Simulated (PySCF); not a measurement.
Ionisation energy of Xe⁴⁰⁺ by level of theory

Xe⁴⁰⁺ [Ne] 3s2 3p2 (3P) → Xe⁴¹⁺ [Ne] 3s2 3p1 (2P), as a difference of total energies. All numbers are calculated (PySCF 2.14, the non-relativistic Hamiltonian (point nucleus), in an uncontracted even-tempered set (16 s from 7.3 bohr⁻², ratio 2.5; 10 p from 9.5 bohr⁻², ratio 2.5; 4 d from 38 bohr⁻², ratio 2.7; 4 f from 58 bohr⁻², ratio 2.7)). Correlated levels: outer shells: 1s2 frozen; virtual orbitals above 40 to 60 times the deepest correlated orbital energy dropped. The calculations carry no spin-orbit coupling.

```tsv
method	ionisation energy (eV)
UHF	2881.2
MP2 (outer shells)	2881.4
SCS-MP2 (outer shells)	2881.2
CCSD (outer shells)	2881.1
CCSD(T) (outer shells)	2881.1
```

Spin-orbit coupling is strong in these open shells (close to jj coupling). The scalar numbers leave it out and a first-order estimate fails, so it can dominate the gap to the real levels.

The gap to the reference is mostly relativistic.

For comparison: 2975 ± 4 eV (theoretical estimate listed by NIST; NIST Atomic Spectra Database, ionization energies).
